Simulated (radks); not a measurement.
Values are calculated unless marked as measured or tabulated.
Coulomb parameter of the 4f shell of the dysprosium ion Dy3+ in the model configuration [Xe] 4f8 5d1, as a second difference U = [E(n + 0.25) + E(n - 0.25) - 2 E(n)] / (0.25)^2 with all orbitals relaxed. "Bare": the charge of the atom changes with n. "Screened": the 5d shell takes up the change at fixed total charge, which measures U(4f,4f) + U(5d,5d) - 2 U(4f,5d). Level of theory: scalar-relativistic Kohn-Sham, SCAN, spin-unpolarised, spherical densities, finite nucleus; meta-GGA in the generalised Kohn-Sham scheme; Fermi nuclear charge, rms radius 5.2218 fm (a radial shooting solver on a logarithmic mesh with Libxc functionals).

case                 configuration  E - E(n) (eV)
start                 [Xe] 4f8 5d1          0.000
bare +0.25         [Xe] 4f8.25 5d1         -9.855
bare -0.25         [Xe] 4f7.75 5d1         11.100
screened +0.25  [Xe] 4f8.25 5d0.75         -3.704
screened -0.25  [Xe] 4f7.75 5d1.25          4.061

U(bare) = 19.914 eV, U(screened by 5d) = 5.709 eV, against the Slater integral F0(4f,4f) = 32.834 eV with frozen orbitals.
